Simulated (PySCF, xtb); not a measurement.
C4H5Si, SMILES [C]1=C[SiH2]C=C1, multiplicity 2.

Harmonic wavenumbers (cm⁻¹) from GFN2-xTB (xtb) at its own minimum, in rising order: 223, 315, 448, 450, 521, 556, 598, 705, 724, 740, 744, 805, 899, 990, 1102, 1108, 1285, 1527, 1635, 2267, 2268, 3057, 3073, 3128.

What does B3LYP-D3(BJ)/def2-SVP (PySCF) give at its own minimum? (The exact figures need the calculation; the answer reports its results.)

241, 391, 480, 525, 594, 638, 695, 725, 728, 751, 867, 938, 962, 993, 1092, 1114, 1318, 1555, 1618, 2216, 2217, 3167, 3199, 3203. Paired by order, the mean absolute difference is 55 cm⁻¹ and the zero-point energies are 41.7 and 43.2 kcal/mol.
